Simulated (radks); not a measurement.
Species: Tb V. Configuration: [Xe] 4f7.

Method: non-relativistic Kohn-Sham, PBEsol, spin-polarised, spherical densities, point nucleus; open shells are filled with parallel spins first (spin-orbit coupling, left out, can overturn this in heavy ions); relativity is left out, which matters for an element this heavy; computed with a radial shooting solver on a logarithmic mesh with Libxc functionals.

Energy parts (hartree):
total: -11223.0368
kinetic: 11219.5150
electron-nucleus: -26540.2113
Hartree: 4338.3351
exchange-correlation: -240.6757

Orbitals (lengths in bohr, moments of r in powers of bohr; r(max) is where P^2 peaks; r(90%) holds 90 % of the orbital's charge):
orbital  occ.  eigenvalue (hartree)   r(max)      <r^4>  r(90%)
1s down     1             -1788.156  0.01548  1.338e-06  0.0415
1s up       1             -1788.156  0.01548  1.338e-06  0.0415
2s up       1             -287.2470  0.08474  0.0002251   0.152
2s down     1             -287.2418  0.08474  0.0002250   0.152
2p up       3             -273.6277  0.06593  0.0001433   0.136
2p down     3             -273.6247  0.06593  0.0001432   0.136
3s up       1             -65.02780   0.2358   0.008342   0.374
3s down     1             -64.88903   0.2356   0.008305   0.373
3p up       3             -58.93154   0.2231   0.007616   0.366
3p down     3             -58.80506   0.2230   0.007576   0.366
3d up       5             -47.55597   0.1778   0.005470   0.338
3d down     5             -47.46427   0.1777   0.005429   0.338
4s up       1             -14.27287   0.5364     0.2011   0.824
4s down     1             -14.02683   0.5363     0.2020   0.825
4p up       3             -11.87103   0.5409     0.2285   0.853
4p down     3             -11.62630   0.5409     0.2301   0.854
4d up       5              -7.57501   0.5459     0.3143   0.925
4d down     5              -7.33315   0.5461     0.3201   0.929
5s up       1              -3.19163    1.224      5.805    1.91
5s down     1              -3.09727    1.239      6.191    1.94
5p up       3              -2.49177    1.318      8.627    2.11
5p down     3              -2.41662    1.339      9.293    2.15
4f up       7              -2.27148   0.5317      1.077    1.23
4f down     0              -2.04724   0.5349      1.300    1.29

The highest occupied level is 4f up at -61.810 eV. The spin density at the nucleus is 0.066 e/bohr^3 (1s 0.004, 2s -0.534, 3s -5.625, 4s 1.684, 5s 4.538). Spin moment in Bohr magnetons: 7. The electron density at the nucleus is 1.955e+05 e/bohr^3. Virial ratio -V/T = 2.00031. The density falls to 0.001 e/bohr^3 at r = 3.10 bohr.
